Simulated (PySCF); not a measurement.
B3LYP has the VWN-RPA correlation part, as in Gaussian. 

Cartesian coordinates (Å):
```xyz
12

Zn    -0.2386    -0.0190     0.0279
N      0.0200    -0.9186     1.5891
C     -0.3475    -2.3046     1.7551
C      0.3292    -0.2496     2.8302
H      0.4721    -2.8964     2.2379
H     -1.2553    -2.4487     2.3987
H     -0.5604    -2.7880     0.7788
H     -0.5281    -0.2394     3.5541
H      1.1815    -0.7415     3.3657
H      0.6241     0.8069     2.6596
S     -0.4061     1.0239    -1.8724
H     -1.7162     1.3397    -1.6589
```
Charge 0, spin multiplicity 1.

Estimate the charge on the central atom (Mulliken), LUMO and charge on the central atom (meta-Löwdin) that B3LYP-D3(BJ)/def2-TZVP // PBE-D3(BJ)/def2-SVP (PySCF) returns for this input.


The charge on the central atom (Mulliken) is 0.28 e, the LUMO is -0.95 eV and the charge on the central atom (meta-Löwdin) comes out as 1.10 e.
